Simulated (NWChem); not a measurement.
System: C3H4N2; SMILES C/C=N/C#N

Output (shortened):

```
             Northwest Computational Chemistry Package (NWChem) 7.3.0
             --------------------------------------------------------

                             Geometry "geometry" -> ""
                             -------------------------

 Output coordinates in angstroms (scale by  1.889725989 to convert to a.u.)

  No.       Tag          Charge          X              Y              Z
 ---- ---------------- ---------- -------------- -------------- --------------
    1 C                    6.0000    -0.12464100    -2.25055000     0.00000000
    2 C                    6.0000     0.34139200    -0.84550000     0.00000000
    3 N                    7.0000    -0.48037300     0.13428100     0.00000000
    4 C                    6.0000    -0.04972400     1.39494500     0.00000000
    5 N                    7.0000     0.22145700     2.52659100     0.00000000
    6 H                    1.0000     0.27287700    -2.77922500    -0.88237100
    7 H                    1.0000     0.27287700    -2.77922500     0.88237100
    8 H                    1.0000    -1.22086200    -2.29787000     0.00000000
    9 H                    1.0000     1.43355800    -0.67319500     0.00000000

 Effective nuclear repulsion energy (a.u.)     141.7283578191

                                 NWChem DFT Module
                                 -----------------

 Summary of "ao basis" -> "ao basis" (spherical)
 ------------------------------------------------------------------------------
       Tag                 Description            Shells   Functions and Types
 ---------------- ------------------------------  ------  ---------------------
 C                          def2-svp                 6       14   3s2p1d
 N                          def2-svp                 6       14   3s2p1d
 H                          def2-svp                 3        5   2s1p

 in cosmo_initialize ...
 calling solv_data for solv:toluene

 solvent parameters
 solvname_short: toluene
 solvname_long:  toluene
 dielec:        2.3741
 dielecinf:     2.2383
 nonaqueous SMD model solvent descriptors
 dielec:        2.3741
 sola:          0.0000
 solb:          0.1400
 solc:          0.8570
 solg:         40.2000
 solh:          0.0000
 soln:          1.4961

          ---------------
          -cosmo- solvent
          ---------------
 Cosmo: York-Karplus, doi: 10.1021/jp992097l
 dielectric constant -eps-     =   2.37
 screen = (eps-1)/(eps    )    =   0.57879
 surface charge correction     = lagrangian

   van der Waals surface
 --------------------------

 ---------- ATOMIC COORDINATES (A.U.) ------------ VDWR(ANG.) --
     1   -0.23553734   -4.25292282    0.00000000     1.850
     2    0.64513733   -1.59776332    0.00000000     1.850
     3   -0.90777334    0.25375430    0.00000000     1.890
     4   -0.09396474    2.63606382    0.00000000     1.850
     5    0.41849305    4.77456468    0.00000000     1.890
     6    0.51566276   -5.25197371   -1.66743941     1.200
     7    0.51566276   -5.25197371    1.66743941     1.200
     8   -2.30709465   -4.34234466    0.00000000     1.200
     9    2.70903181   -1.27215409    0.00000000     1.200
 number of segments per atom =        128
 number of   points per atom =        128
 atom (   nspa,  nppa )
 ----------------------
    1 (     62,     0 )       0
    2 (     44,     0 )       0
    3 (     60,     0 )       0
    4 (     50,     0 )       0
    5 (     92,     0 )       0
    6 (     55,     0 )       0
    7 (     55,     0 )       0
    8 (     52,     0 )       0
    9 (     54,     0 )       0
 number of -cosmo- surface points =      524
 molecular surface =    111.696 angstrom**2
 molecular volume  =     86.209 angstrom**3
 -lineq- algorithm             =   0
 -bem- low  level              =   3
 -bem- from -octahedral-
 gaussian surface charge width =   4.50000
 degree of switching           =   1.00000
 switching function tolerance  =   0.00010
 atomic radii =
 --------------
    1  6.000  1.850
    2  6.000  1.850
    3  7.000  1.890
    4  6.000  1.850
    5  7.000  1.890
    6  1.000  1.200
    7  1.000  1.200
    8  1.000  1.200
    9  1.000  1.200
 ...... end of -cosmo- initialization ......

[...]

                                COSMO-SMD solvation results
                                ---------------------------

             internal energy in gas <Psi(g)|H|Psi(g)> =      -225.750758846615
         internal energy in solvent <Psi(s)|H|Psi(s)> =      -225.749533887086
                               delta internal energy  =         0.001224959529 (    0.77 kcal/mol)
   total free energy in solvent <Psi(s)|H+V/2|Psi(s)> =      -225.758795730224
 polarization energy contribution <Psi(s)|V/2|Psi(s)> =        -0.009261843139 (   -5.81 kcal/mol)
    total free energy in solvent including G(SMD-CDS) =      -225.763237754161
                       G(SMD-CDS) energy contribution =        -0.004442023937 (   -2.79 kcal/mol)
     1 M fixed-concentration free energy of solvation =        -0.012478907546 (   -7.83 kcal/mol)

                       DFT Final Molecular Orbital Analysis
                       ------------------------------------

 Vector   16  Occ=2.000000D+00  E=-3.756700D-01
              MO Center=  2.5D-01,  1.6D+00, -4.1D-10, r^2= 3.3D+00
   Bfn.  Coefficient  Atom+Function         Bfn.  Coefficient  Atom+Function
  ----- ------------  ---------------      ----- ------------  ---------------
    60      0.311604  5 N  px                47      0.276659  4 C  py
    61      0.268976  5 N  py                59     -0.244168  5 N  s
    58     -0.199357  5 N  s                 46     -0.197928  4 C  px
    63     -0.177088  5 N  px                 5     -0.154699  1 C  py
    64     -0.150082  5 N  py                19      0.142262  2 C  py

 Vector   17  Occ=2.000000D+00  E=-3.187915D-01
              MO Center=  5.3D-02,  9.3D-01, -4.6D-09, r^2= 3.6D+00
   Bfn.  Coefficient  Atom+Function         Bfn.  Coefficient  Atom+Function
  ----- ------------  ---------------      ----- ------------  ---------------
    62      0.389439  5 N  pz                34     -0.281724  3 N  pz
    48     -0.264807  4 C  pz                20      0.263266  2 C  pz
    65     -0.254126  5 N  pz                37      0.218794  3 N  pz
    23      0.175212  2 C  pz                51     -0.157562  4 C  pz
     6     -0.115707  1 C  pz                71      0.110095  6 H  s

 Vector   18  Occ=2.000000D+00  E=-2.997060D-01
              MO Center= -2.4D-01,  8.4D-01,  2.0D-09, r^2= 2.8D+00
   Bfn.  Coefficient  Atom+Function         Bfn.  Coefficient  Atom+Function
  ----- ------------  ---------------      ----- ------------  ---------------
    32      0.413238  3 N  px                60     -0.325567  5 N  px
    35     -0.310648  3 N  px                31      0.230009  3 N  s
    63      0.228453  5 N  px                46      0.194153  4 C  px
     3     -0.169508  1 C  s                 30      0.164129  3 N  s
    86      0.162577  9 H  s                 18      0.146982  2 C  px

 Vector   19  Occ=0.000000D+00  E=-6.613479D-02
              MO Center=  1.5D-01, -1.6D-01, -3.7D-09, r^2= 3.2D+00
   Bfn.  Coefficient  Atom+Function         Bfn.  Coefficient  Atom+Function
  ----- ------------  ---------------      ----- ------------  ---------------
    23      0.536791  2 C  pz                20      0.494376  2 C  pz
    37     -0.356964  3 N  pz                34      0.304128  3 N  pz
    65      0.263529  5 N  pz                62     -0.250691  5 N  pz
    48     -0.162113  4 C  pz                51     -0.151448  4 C  pz
    72      0.151411  6 H  s                 77     -0.151411  7 H  s

 Vector   20  Occ=0.000000D+00  E= 5.092274D-02
              MO Center=  5.6D-01,  8.0D-01, -4.5D-09, r^2= 4.2D+00
   Bfn.  Coefficient  Atom+Function         Bfn.  Coefficient  Atom+Function
  ----- ------------  ---------------      ----- ------------  ---------------
    87      0.865581  9 H  s                 45      0.564150  4 C  s
    17     -0.539875  2 C  s                  3     -0.498978  1 C  s
    49      0.469868  4 C  px                21     -0.436617  2 C  px
    63     -0.397991  5 N  px                46      0.359560  4 C  px
    60      0.333777  5 N  px                59     -0.322822  5 N  s

 Vector   21  Occ=0.000000D+00  E= 8.375885D-02
              MO Center=  1.9D-01, -2.0D+00, -6.3D-09, r^2= 6.8D+00
   Bfn.  Coefficient  Atom+Function         Bfn.  Coefficient  Atom+Function
  ----- ------------  ---------------      ----- ------------  ---------------
     3      2.712108  1 C  s                 72     -1.258315  6 H  s
    77     -1.258315  7 H  s                 82     -0.636123  8 H  s
    17     -0.582370  2 C  s                 21      0.398305  2 C  px
    87     -0.349051  9 H  s                 31      0.333264  3 N  s
    22      0.284151  2 C  py                63     -0.238190  5 N  px

     Multipole analysis of the density
     ---------------------------------

     L   x y z        total         alpha         beta         nuclear
     -   - - -        -----         -----         ----         -------
     0   0 0 0     -0.000000    -18.000000    -18.000000     36.000000

     1   1 0 0      0.494519      0.296203      0.296203     -0.097888
     1   0 1 0     -2.425383     -1.108718     -1.108718     -0.207947
     1   0 0 1     -0.000000     -0.000000     -0.000000      0.000000

     2   2 0 0    -21.529095    -22.299914    -22.299914     23.070734
     2   1 1 0     -1.698791     -6.784038     -6.784038     11.869285
     2   1 0 1     -0.000000     -0.000000     -0.000000      0.000000
     2   0 2 0    -26.647661   -213.924330   -213.924330    401.200998
     2   0 1 1      0.000000      0.000000      0.000000      0.000000
     2   0 0 2    -21.211878    -13.386293    -13.386293      5.560708
```

Level: PBE0/def2-SVP, SMD on the gas-phase geometry. All runs use the structure optimised with PBE0/def2-SVP. Solvent: toluene.

**Question.** Reconstruct the input file.

**Answer.** This is not unique; one that fits is the input that was run:
```
start job
memory heap 200 mb stack 900 mb global 1100 mb
geometry units angstroms noautosym nocenter noautoz
  C     -0.124641    -2.250550     0.000000
  C      0.341392    -0.845500     0.000000
  N     -0.480373     0.134281     0.000000
  C     -0.049724     1.394945     0.000000
  N      0.221457     2.526591     0.000000
  H      0.272877    -2.779225    -0.882371
  H      0.272877    -2.779225     0.882371
  H     -1.220862    -2.297870     0.000000
  H      1.433558    -0.673195     0.000000
end
basis spherical
  * library def2-svp
end
dft
  xc pbe0
  iterations 150
end
cosmo
  do_cosmo_smd true
  solvent toluene
end
task dft energy
```
